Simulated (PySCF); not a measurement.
**A survey of ¹⁵N NMR shifts**

Theory: NMR shieldings at PBE0/pcSseg-1/GIAO, structure optimised with GFN2-xTB, in PySCF 2.14.0 with density-fitted response routines (non-relativistic Hamiltonian, one conformer, in vacuum, fast rotation and ring inversion assumed for equivalent nuclei).

Shieldings were converted by a linear fit to measured shifts: ¹⁵N (scatter 6.3 ppm rms vs CH3NO2, solution or neat liquid). A few per cent of atoms miss by over 2 rms, more outside the fitted compound classes.

(1) Give the ¹⁵N shifts of `CC(C)N[SiH2]C#C[SiH2]P`.

(2) Match the shifts -106.9, -360.0, -387.3 ppm to `C=C[C@@H]1C[C@@H]1[Si@H](P)N[SiH3]`, `N#CCC(F)(F)F`, `C=C(C)[Si@@H](P)/C=C\[SiH2]N`.

Answers

(1) 
```json
{"compound": "CC(C)N[SiH2]C#C[SiH2]P", "environment": "nitrogen bonded to C, Si, H", "δ (ppm)": "-342.1"}
```

(2) -106.9: N#CCC(F)(F)F (nitrile nitrogen); -360.0: C=C(C)[Si@@H](P)/C=C\[SiH2]N (nitrogen bonded to Si, 2 H); -387.3: C=C[C@@H]1C[C@@H]1[Si@H](P)N[SiH3] (nitrogen bonded to 2 Si, H).
